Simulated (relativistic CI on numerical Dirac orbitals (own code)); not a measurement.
Calculated at this level of theory: Dirac-Coulomb-Breit CI, separate exchange-only KLI orbitals for each configuration, QED by a radiative potential, unscaled Slater integrals (own radial code, finite nucleus).

The strongest absorption lines from the ground level of an ion, among the configurations computed and to levels below about 463 eV (vacuum wavelength in nm, gf): 3.3435 (2), 3.5536 (3.4), 4.3943 (5.9), 4.7183 (1.9), 5.1203 (0.5), 5.1792 (0.52), 5.3087 (0.74), 5.4372 (0.73).

Task: Which ion is it?
A. Tl XLIV
B. Ac LII
C. Ta XXXVI
D. Tl XLII

Result: A. Tl XLIV has 38 electrons and the ground level 4s2 4p6 4d2 3F_2; the strongest line goes to 4s2 4p6 4d 4f 3G°_3. The pattern of lines fixes the number of electrons, and along that sequence the line energies rise steadily with the charge (about as its square where n changes within one kind of shell, about linearly where n is kept but much faster in heavy ions where fine structure, which grows about as Z⁴, sets the gap, and irregularly where shells cross), which fixes Z. Configurations outside the model, such as inner-shell arrays, can give stronger lines. At this charge energies of transitions that change n are usually good to better than 1 %, and those within a shell (Δn = 0) to a few per cent.

LS names give the leading component of a level, which can be under half, so a name can repeat, a term be missing and a line seem to break the LS rules.
